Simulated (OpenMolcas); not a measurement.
Ti⁺: CASPT2 settings compared

```json
{
 "Program": "OpenMolcas",
 "Basis": "ANO-RCC-VQZP [7s6p4d3f2g1h]",
 "Scalar Hamiltonian": "DKH4, point nucleus",
 "Active space": "3 electrons in 6 orbitals (3d 4s)",
 "State averaging": "2S+1 = 4 even, 20 roots; 2S+1 = 2 even, 52 roots kept (CI in the orbitals of an earlier block)",
 "Spin-orbit coupling": "state interaction with AMFI integrals over the reference wave functions, term energies averaged over their components"
}
```

Methods on the same reference wave functions:
A. CASSCF
B. SS-CASPT2, IPEA 0.5 Eh, sigma2 regulariser 0.2 Eh (closed shells correlated: 2s 2p 3s 3p)
C. SS-CASPT2, IPEA 0.35 Eh, imaginary shift 0.05 Eh (closed shells correlated: none)
D. MS-CASPT2, IPEA 0.5 Eh, sigma2 regulariser 0.2 Eh (closed shells correlated: 2s 2p 3s 3p)

Energies in eV above 3d² 4s ⁴F_3/2, the measured ground level; measured values from NIST Handbook of Basic Atomic Spectroscopic Data.

```tsv
Level	A	B	C	D	Measured
3d² 4s ⁴F_3/2	0.0000	0.0000	0.0000	0.0000	0.0000
3d² 4s ⁴F_5/2	0.0111	0.0111	0.0110	0.0111	0.0117
3d² 4s ⁴F_7/2	0.0267	0.0267	0.0266	0.0267	0.0280
3d² 4s ⁴F_9/2	0.0468	0.0469	0.0468	0.0469	0.0488
3d³ ⁴F_3/2	0.4851	0.1890	0.503	0.1891	0.1126
3d³ ⁴F_5/2	0.4964	0.2004	0.514	0.2005	0.1220
3d³ ⁴F_7/2	0.5120	0.2161	0.530	0.2161	0.1348
3d³ ⁴F_9/2	0.5317	0.2358	0.550	0.2358	0.1507
3d² 4s ²F_5/2	0.9714	0.487	0.392	0.487	0.5739
3d² 4s ²F_7/2	1.0024	0.517	0.423	0.518	0.6072
3d² 4s ²D_5/2	1.4408	1.075	1.142	1.074	1.0841
3d² 4s ²D_3/2	1.4426	1.072	1.140	1.071	1.0800
3d² 4s ⁴P_1/2	1.4799	1.356	1.461	1.356	1.2241
3d² 4s ⁴P_3/2	1.4878	1.363	1.468	1.363	1.2312
3d² 4s ⁴P_5/2	1.5036	1.374	1.479	1.375	1.2429
3d³ ²G_7/2	1.8292	1.201	1.494	1.192	1.1156
3d³ ²G_9/2	1.8422	1.214	1.507	1.207	1.1305
3d³ ²P_1/2	1.8715	1.205	1.357	1.203	1.2214
3d³ ²P_3/2	1.8827	1.217	1.371	1.215	
3d³ ⁴P_1/2	1.9665	1.301	1.668	1.301	1.1609
3d³ ⁴P_3/2	1.9754	1.310	1.674	1.310	
3d³ ⁴P_5/2	1.9827	1.318	1.685	1.317	1.1801
3d² 4s ²G_7/2	2.3785	1.832	2.041	1.840	1.8927
3d² 4s ²G_9/2 [53 %]	2.3813	1.837	2.035	1.844
```

Deviations, from unrounded energies. A percentage is the sum of absolute deviations over the sum of measured energies, with the sign that they share, or ± where signs differ.

| Against measurement | Levels | A | B | C | D |
| --- | --- | --- | --- | --- | --- |
| mean absolute deviation (cm-1) | 20 | 3200 | 580 | 1900 | 570 |
| fine structure of the ground term (%) | 3 | -4.3 | -4.3 | -4.5 | -4.3 |
| other terms of the ground configuration (%) | 8 | +31.0 | ±7.3 | ±15.0 | ±7.2 |
| other configurations (%) | 9 | +82.0 | ±12.4 | +55.0 | ±12.2 |

B, D lie about equally close to measurement and A furthest from it. The largest miss of D in the table is 3d³ ⁴P_1/2, by +1100 cm-1. The ranking rests on the paired levels alone, and a cruder setting can come out closer through cancelling errors.

Among B to D the level of the table that moves most is 3d³ ⁴P_5/2, by 3000 cm-1 (lowest in D, highest in C). Moves below CASPT2's spread within the term are not significant.

The mean deviations of B to D differ by less than CASPT2's widest spread within a term (2100 cm-1), so their order carries little weight.

From A to B the spin-free energies of the other terms of 3d² 4s shown, above ⁴F, scale by factors of 0.50 to 0.92.

The lowest spin-free term lies below A's lowest term by 0.455 hartree in B, 0.030 hartree in C, 0.455 hartree in D.

CASPT2 does not keep the components of a term degenerate, so their means are used; among the terms shown or strongly mixed into the levels shown the widest spread is 2100 cm-1 (3d² 4s ²F, D). Over all roots computed the reference weight is 0.93 to 0.99 in C; the roots of lowest weight are the least certain, and an intruder state may touch them. Terms from blocks run as CI alone lack orbitals of their own. Configurations are named by rounded mean occupations; where the s occupation lies near a half they are strongly mixed, a name can repeat and a true partner stay unpaired. A single d shell beside an s shell can misplace configurations of different d count against each other. No level of 3d 4s² was computed, though it lies in the active space. The CASPT2 spread within a term exceeds the gap to the next term for 3d³ ²G and 3d³ ²P, so the order of their levels is uncertain (figures for B; the like holds for C, D). Without dynamic correlation excited terms often stand tens of per cent too high (terms of higher spin than the ground term too low), and those without a measured partner can miss by more than the paired ones (holds for A). Some levels mix across a computed gap that differs much from the measured one, so their mixing is not that of the real levels (holds for A). Some terms miss by over 15 % even with CASPT2, which points to a basis or an active space too small for the shells correlated (holds for B; C; D). Computed and measured levels are paired by configuration, term and J; levels that our copy of the source lacks, or whose pairing is in doubt (as where it misses far off the trend of its configuration), stay unpaired and out of the deviations. Levels of configurations outside the active space are missing. The table leaves out levels that lie high or whose names do not pair safely across all columns.

A share in square brackets marks a mixed level and gives the weight of the term that names it, the lowest over the columns.
